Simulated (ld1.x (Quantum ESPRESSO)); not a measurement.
## Before and after: ultrasoft potential for vanadium (V)

```
Element                 : V (Z = 23)
Generator               : ld1.x (Quantum ESPRESSO) 7.5
Type                    : ultrasoft
Functional              : PBE
Relativity              : scalar-relativistic
Frozen core             : [Ar]
Valence charge          : 5
Reference configuration : 3d3 4s2 4p0
Partial waves           : 4s (bound): rcut 2.35, rcutus 2.75 bohr; 4s channel at 1.25 Ry: rcut 2.35, rcutus 2.75 bohr; 4p (bound, empty): rcut 3.25, rcutus 3.75 bohr; 4p channel at 0.85 Ry: rcut 3.25, rcutus 3.75 bohr; 3d (bound): rcut 1.40, rcutus 1.80 bohr; 3d channel at 4.1 Ry: rcut 1.40, rcutus 1.80 bohr
Local potential         : all-electron potential smoothed inside 2.80 bohr (lloc = -1)
Core correction         : a·sin(br)/r model core inside 1.25 bohr
Augmentation charge     : PSQ, inside the norm-conserving radii
```

Change: waves 3d (bound): rcut 1.40, rcutus 1.70 bohr; 3d channel at 4.1 Ry: rcut 1.40, rcutus 1.70 bohr.

Cutoffs: the cutoffs (Ry, on a coarse ladder) from which the occupation-weighted sum of valence levels, in a spherical-Bessel basis at the reference potential, stays within 10 and 1 mRy of its value at 400 Ry; they do not see the model core or the augmentation charge, which bear on the density cutoff. Errors are all-electron minus pseudo energies relative to the spin-unpolarised reference configuration.

**Question.** Predict the effect on cutoff, ghosts and configuration errors.

**Answer.** The potential gets harder (30 Ry and 50 Ry → 35 Ry and 50 Ry); of the 7 tests that both files solve, the error grows in 1 and shrinks in 0 by more than 15 % and 0.3 meV (median size 299.4 → 293.6 meV); neither file shows a bound ghost. A smaller radius makes the pseudo-wave follow the all-electron one further in, where it bends more sharply, so more plane waves are needed.

```csv
quantity,base,changed
"cutoff, loose",30 Ry,35 Ry
"cutoff, tight",50 Ry,50 Ry
bound ghosts,none,none
"error for 3d3 4s1 4p0, meV [ΔE 7.73 eV]",-5.9,-5.3
"error for 3d3 4s0 4p0, meV [ΔE 22.03 eV]",-39,-35
"error for 3d2 4s0 4p0, meV [ΔE 50.93 eV]",-460,-443
"error for 3d3 4s0 4p2, meV [ΔE 6.85 eV]",+2.2,+3.3
"error for 3d2 4s2 4p0, meV [ΔE 10.97 eV]",-299,-294
"error for 3d2 4s2 4p1, meV [ΔE 5.78 eV]",-336,-331
"error for 3d1 4s0 4p0, meV [ΔE 96.80 eV]",-2276,-2265
s: phases at 4.04 bohr within 0.05 rad from the reference energy up to (Ry; the scan ends near 5),4.1,4.1
p: phases at 4.04 bohr within 0.05 rad from the reference energy up to (Ry; the scan ends near 5),1.7,1.7
d: phases at 4.04 bohr within 0.05 rad from the reference energy up to (Ry; the scan ends near 5),0.3,0.3
lowest overlap eigenvalue by channel,"s 0.46, p 0.64, d 0.92","s 0.46, p 0.64, d 0.94"
```
